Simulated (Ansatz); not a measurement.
Species: SnI, charge 1, multiplicity 1. 
Structure (B3LYP-D3(BJ)/def2-TZVP (Ansatz, an electronic-structure program) minimum search):
SMILES: [Sn+][I]
```xyz
2

Sn     0.0000     0.0000    -1.3461
I      0.0000     0.0000     1.2699
```
Charge +1, spin multiplicity 1.

Basis-set convergence of Hartree-Fock and CCSD correlation energies (hartree) with Ansatz. Cores are frozen in the correlated levels unless marked. No spin-orbit coupling. Frozen are the shells of the preceding noble gas and the d and f shells that filled before the atom's block. In def2 rows, elements after Kr have scalar-relativistic effective core potentials.

```csv
basis,functions,E(HF),"E(corr, CCSD)"
def2-SVP,52,-509.80659,-0.16346
def2-TZVPP,100,-509.82424,-0.21179
def2-QZVPP,164,-509.82685,-0.23359
```

Extrapolating the two largest sets (X = 3 and 4) as X^-3: E(corr) = (64·(-0.23359) - 27·(-0.21179))/37 = -0.2495 Eh, an estimate of the basis-set limit. The largest set recovers 93.6 % of it, the smallest 65.5 %.
